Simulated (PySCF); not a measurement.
# Electric field gradients and quadrupole coupling constants

Compound: C₇H₁₃N₃.
Cartesian coordinates in Å at the GFN2-xTB level; atoms count from 1:
```
atom  x, y, z in Å
C1     1.723    1.267    0.693
C2     1.389    0.330   -0.461
C3     0.219   -0.630   -0.168
C4    -0.103   -1.455   -1.420
C5     0.538   -1.565    0.996
N6    -0.954    0.151    0.184
C7    -1.583    1.084   -0.567
C8    -2.610    1.526    0.232
N9    -2.549    0.852    1.395
N10   -1.563    0.040    1.356
H11    0.848    1.835    1.001
H12    2.493    1.971    0.385
H13    2.093    0.716    1.553
H14    2.266   -0.269   -0.710
H15    1.140    0.927   -1.341
H16   -0.304   -0.813   -2.274
H17    0.737   -2.098   -1.664
H18   -0.977   -2.079   -1.245
H19    0.642   -1.004    1.919
H20    1.459   -2.104    0.794
H21   -0.270   -2.278    1.134
H22   -1.277    1.356   -1.554
H23   -3.361    2.265    0.044
```

Field gradients from the PBE0/pcSseg-1 density (PySCF, non-relativistic), principal values in atomic units, ordered |Vxx| ≤ |Vyy| ≤ |Vzz|:

```tsv
atom	Vxx	Vyy	Vzz
N6	0.1497	0.3913	-0.5410
N9	0.5148	0.5833	-1.0980
N10	0.2064	0.8411	-1.0475
```

**Question.** Find the asymmetry η = (Vxx − Vyy)/Vzz and the couplings χ = eQV/h (234.96 MHz × Q in barn × V in au), with Q(14N) = 0.02044 b.

**Answer.** 
```
atom             environment  nucleus     η  χzz (MHz)  χxx (MHz)  χyy (MHz)
  N6   pyrrole-type nitrogen      14N  0.45     -2.598      0.719      1.879
  N9  pyridine-type nitrogen      14N  0.06      -5.27       2.47       2.80
 N10  pyridine-type nitrogen      14N  0.61      -5.03       0.99       4.04
```

The tensor is traceless: Vxx + Vyy + Vzz = 0.

**Question.** What is Vzz at N6 in SI units (1 au = 9.71736 × 10²¹ V/m²)?

**Answer.** -0.5410 au = -5.257 × 10²¹ V/m².

**Question.** And the gradient at the other heavy atoms, for which no coupling is worked out here?

**Answer.** 
```csv
atom,environment,Vzz (au),η
C1,methyl carbon,0.073,0.23
C2,chain CH2 carbon,0.070,0.59
C3,sp3 carbon bound to nitrogen,0.336,0.13
C4,methyl carbon,0.081,0.23
C5,methyl carbon,0.114,0.28
C7,aromatic CH next to a ring nitrogen,-0.233,0.12
C8,aromatic CH next to a ring nitrogen,-0.165,0.96
```

Were the hydrogens deuterons (Q(2H) = 0.00286 b), χzz would run from 203 kHz (H15) to 235 kHz (H22).

The structure is a single GFN2-xTB conformer in the gas phase; no vibrational or solvent corrections. GFN2-xTB bond lengths can be off by several hundredths of an ångström, more for odd bonds, and the gradients follow them. A larger basis could move these couplings by a tenth or more.

These values come from a run that also computed NMR shieldings. The run took 90 s wall on one thread of an Arm Neoverse N1, on a shared host.
